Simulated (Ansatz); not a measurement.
Species: CuI, charge 0, multiplicity 1. SMILES: [I][Cu]
Coordinates optimised at B3LYP-D3(BJ)/def2-TZVP (Ansatz, an electronic-structure program):
```
Cu
I 1 2.3956
```
Charge 0, spin multiplicity 1.

Property: atomisation energy (electronic, to ground-state atoms), in kcal/mol. Correlated levels leave the core frozen unless marked. UHF or UKS for open shells. Spin-orbit coupling is left out. The frozen core is the preceding noble-gas configuration, with the filled d and f shells of earlier blocks. In def2 rows, elements after Kr have scalar-relativistic effective core potentials. The coupled-cluster limit lacks core correlation, which all-electron functionals hold. Basis-set limits of correlation are two-point, X^-3; Hartree-Fock from the larger set.

```csv
level,program,atomisation energy (kcal/mol)
HF/def2-SVPD,Ansatz,52.5
HF/def2-QZVPP,Ansatz,47.7
PBE/def2-TZVPD,Ansatz,70.0
B3LYP/def2-TZVPD,Ansatz,64.5
```

Task: What does CCSD(T)/CBS(def2-TZVPPD,def2-QZVPPD) (Ansatz) give?

Result: 71.2 kcal/mol
